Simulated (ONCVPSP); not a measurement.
## Building the ONCV potential for Hg (PBE, fully relativistic).

| Item | Value |
| --- | --- |
| Element | mercury (Hg) |
| Generator | ONCVPSP 4.0.1 |
| Type | optimised norm-conserving Vanderbilt (ONCV) |
| Functional | PBE |
| Relativity | fully relativistic |
| Frozen core | [Kr] 4d10 |
| Valence charge | 34 |
| Reference configuration | 4f14 5s2 5p6 5d10 6s1.75 6p0.25 |
| Partial waves | 5s+6s: rc 1.60 bohr, ncon 4, nbas 8, qcut 9 1/bohr, 2 projectors; 5p+6p: rc 2.05 bohr, ncon 4, nbas 8, qcut 7 1/bohr, 3 projectors, debl 1.6 Ha; 5d: rc 1.45 bohr, ncon 4, nbas 8, qcut 6.3 1/bohr, 2 projectors, debl 0.4 Ha; 4f: rc 0.85 bohr, ncon 4, nbas 8, qcut 16.9 1/bohr, 1 projector |
| Local potential | polynomial inside 0.80 bohr (lpopt 5, dvloc0 0 Ha) |
| Core correction | polynomial model core, fcfact 0.55 |

Open shells are filled in proportion to 2j + 1.

All-electron outer shells of the reference configuration (PBE, scalar-relativistic, ld1.x):

| shell | level (eV) | outermost node (bohr) | outermost maximum (bohr) |
| --- | --- | --- | --- |
| 4p | -577.46 | 0.22 | 0.39 |
| 4d | -349.36 | 0.20 | 0.40 |
| 5s | -118.80 | 0.47 | 0.82 |
| 4f | -96.50 | – | 0.37 |
| 5p | -67.14 | 0.51 | 0.93 |
| 5d | -10.46 | 0.55 | 1.17 |
| 6s | -7.26 | 1.08 | 2.18 |
| 6p | -1.37 | 1.28 | 3.30 |

What the tests gave:

* Cutoffs needed: 343 Ha and 452 Ha (the cutoffs (Ha) at which the residual kinetic energy of the hardest occupied pseudo-wave falls to 1 and 0.1 mHa per electron)
* Ghost test: ghosts flagged at negative energy: s at -203.3 eV; GHOST(+) flagged for p3/2 at 183.5 eV, p1/2 at 254.2 eV; a true bound ghost makes a file unfit for plane-wave use
* Configuration tests: 1 of 4 tests not solved or not reliable
* rms error of d²Exc/dni dnj: 6.03 mHa without and 2.58 mHa with the model core

Generation and tests took about 16 s on one core of a shared server CPU.
